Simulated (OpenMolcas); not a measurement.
Lu⁺: from CASSCF to CASPT2

```json
{"Program": "OpenMolcas", "Basis": "ANO-R1 [7s5p4d2f]", "Scalar Hamiltonian": "X2C, finite nucleus", "Active space": "2 electrons in 6 orbitals (5d 6s)", "State averaging": "2S+1 = 3 even, 15 roots (12 in the spin-orbit step); 2S+1 = 1 even, 6 roots", "Spin-orbit coupling": "RASSI with atomic mean-field integrals over the reference wave functions, term energies averaged over their components"}
```

Methods on the same reference wave functions:
A. CASSCF
B. SS-CASPT2, IPEA 0.25 Eh, imaginary shift 0.1 Eh (closed shells correlated: 5s 5p)

Energies in cm-1 above 6s2 1S0, the measured ground level; measured values from NIST Handbook of Basic Atomic Spectroscopic Data.

```
    Level      A      B  Measured
  6s2 1S0    0.0    0.0       0.0
5d 6s 3D1  10439  13910     11796
5d 6s 3D2  11191  14630     12435
5d 6s 3D3  12820  16290     14199
5d 6s 1D2  17364  20070     17333
```

Deviations, from unrounded energies. A percentage is the sum of absolute deviations over the sum of measured energies, with the sign that they share, or ± where signs differ.

```csv
Against measurement,Levels,A,B
mean absolute deviation (cm-1),4,1000,2300
other configurations (%),4,±7.2,+16.4
```

A lies closest to measurement on these levels. The largest miss of A in the table is 5d 6s 3D3, by -1400 cm-1. The ranking rests on the paired levels alone, and a cruder setting can come out closer through cancelling errors.

The lowest spin-free term lies below A's lowest term by 0.153 hartree in B.

CASPT2 breaks the degeneracy within a term, and the mean is taken; among the terms shown or strongly mixed into the levels shown the widest spread is 44 cm-1 (5d 6s 1D, B). Some high roots are left out of the spin-orbit mixing, which shifts the levels that they would mix with. A single d shell beside an s shell can misplace configurations of different d count against each other. Without dynamic correlation excited terms often stand tens of per cent too high (terms of higher spin than the ground term too low), and those without a measured partner can miss by more than the paired ones (holds for A). Measured partners are found by configuration, term and J. A level has none where our copy of the source lacks it or the pairing is in doubt (some pairs that miss far off the trend of their configuration count as doubtful), and it then counts in no deviation. Only configurations of the active space appear. The table leaves out levels that lie high or whose names do not pair safely across all columns.
